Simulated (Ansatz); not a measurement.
Cu(PH3)(SH) (CuPH₄S). The state is a singlet with charge 0. Geometry PBE-D4/def2-TZVP.

```xyz
7

Cu   -0.6203   -0.0699    0.6876
P     0.9792   -0.2357   -0.7610
H     0.6845   -0.3352   -2.1494
H     1.8649   -1.3450   -0.6800
H     1.9677    0.7829   -0.8600
S    -2.1712    0.0399    2.1526
H    -2.7048    1.1631    1.6101
```

Problem. Estimate the orbital energies around the gap (eV) in Ansatz with HF/STO-3G, HF/def2-TZVP, LDA (SPW92)/def2-TZVP, r2SCANh-D4/def2-TZVP, ωB97M-V/def2-TZVP.

Solution. 
```
orbital  HF/STO-3G  HF/def2-TZVP  LDA (SPW92)/def2-TZVP  r2SCANh-D4/def2-TZVP  ωB97M-V/def2-TZVP
 HOMO−5     -12.67        -14.19                  -7.08                 -7.63             -11.05
 HOMO−4     -11.82        -14.11                  -6.75                 -7.33             -11.04
 HOMO−3      -9.86        -12.35                  -6.57                 -7.32             -10.96
 HOMO−2      -9.14        -11.87                  -6.57                 -7.31             -10.56
 HOMO−1      -7.24         -9.07                  -5.93                 -6.27              -8.97
   HOMO      -2.65         -8.16                  -4.91                 -5.34              -7.93
   LUMO       4.23          1.92                  -1.89                 -1.23               0.98
 LUMO+1       6.07          2.35                  -1.77                 -1.13               1.01
 LUMO+2      11.00          2.42                  -1.27                 -0.36               1.08
 LUMO+3      11.11          3.98                   0.18                  1.19               2.85
 LUMO+4      12.90          5.53                   0.64                  1.59               3.75
 LUMO+5      13.89          5.64                   1.43                  2.43               4.11
```
